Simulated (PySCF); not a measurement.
Vertical excitations of a molecule C2H8O2Si from TDDFT-LC-ωPBE/def2-SVPD run with PySCF, as energy in eV (oscillator strength): 6.98 (0.007), 7.56 (0.001), 8.05 (0.011), 8.40 (0.022), 8.66 (0.013), 8.71 (0.066), 8.93 (0.032), 8.98 (0.070), 9.27 (0.125), 9.44 (0.072). Lowest triplet (TDA): 6.52 eV. Coordinates come from a B3LYP-D3(BJ)/def2-SVP optimisation. The values are those of a single conformer.

Problem. Which structure fits?
A. C[Si@H](O)CO
B. COCO[SiH3]
C. CO[SiH2]OC
D. C[C@H](O)[SiH2]O

Solution. D, C[C@H](O)[SiH2]O
